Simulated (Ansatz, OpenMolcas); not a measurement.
## BCl2F (dichlorofluoroborane): from total energies to a heat of formation

BCl2F: 4 atoms, total charge 0, spin state singlet. SMILES: `FB(Cl)Cl`. The coordinates come from a PBE0-D4/def2-TZVP relaxation.

Total energies at PBE/6-311+G** (OpenMolcas 26.06); the atoms run unrestricted:

| species | state | energy (Eh) |
| --- | --- | --- |
| BCl2F | singlet | -1044.785843 |
| F | doublet | -99.659855 |
| B | doublet | -24.608574 |
| Cl | doublet | -459.957582 |

Harmonic wavenumbers at PBE0-D4/def2-TZVP, in cm⁻¹: 266, 365, 526, 565, 1009, 1347.

Measured heats of formation of the gaseous atoms at 298.15 K, in kJ/mol: F 79.4, B 570.3, Cl 121.3. Spin-orbit lowering of the atoms at 298 K (mean of the ground term's levels less their thermal mean, from spectra), in kJ/mol: F 1.29, B 0.00, Cl 3.44. Take 1 Eh = 2625.50 kJ/mol, 1 cm⁻¹ = 0.0119627 kJ/mol, RT = 2.479 kJ/mol.

Q: What heat of formation follows?

A: 
1. Electronic atomisation energy: (-99.659855) + (-24.608574) + 2 × (-459.957582) − (-1044.785843) = 0.602250 Eh = 1581.2 kJ/mol.
2. Zero-point energy: half the sum of the wavenumbers, 2039 cm⁻¹ = 24.4 kJ/mol.
3. Thermal vibrational enthalpy, Σ hcν̃/(exp(hcν̃/kT) − 1): 3.3 kJ/mol. Translation, rotation and pV of a non-linear molecule: 4 RT = 9.9 kJ/mol.
4. The 4 free atoms carry 5/2 RT each: 24.8 kJ/mol.
5. Spin-orbit coupling lowers the free atoms by 1.29 + 0.00 + 2 × 3.44 = 8.2 kJ/mol.
6. Atomisation enthalpy at 298 K: 1581.2 − 8.2 − 24.4 − 3.3 − 9.9 + 24.8 = 1560.2 kJ/mol.
7. Sum of the atoms' heats of formation: 892.3 kJ/mol. Heat of formation: 892.3 − 1560.2 = -667.9 kJ/mol.

The tabulated value is -644.3 kJ/mol (NIST-JANAF tables; in doubt: it rests on an older heat of the boron atom), so this level is off by -23.6 kJ/mol, or 1.5 % of the atomisation enthalpy that the table implies (1536.6 kJ/mol). Gradient-corrected functionals often overbind somewhat. Anharmonicity and any spin-orbit splitting of the molecule are left out.
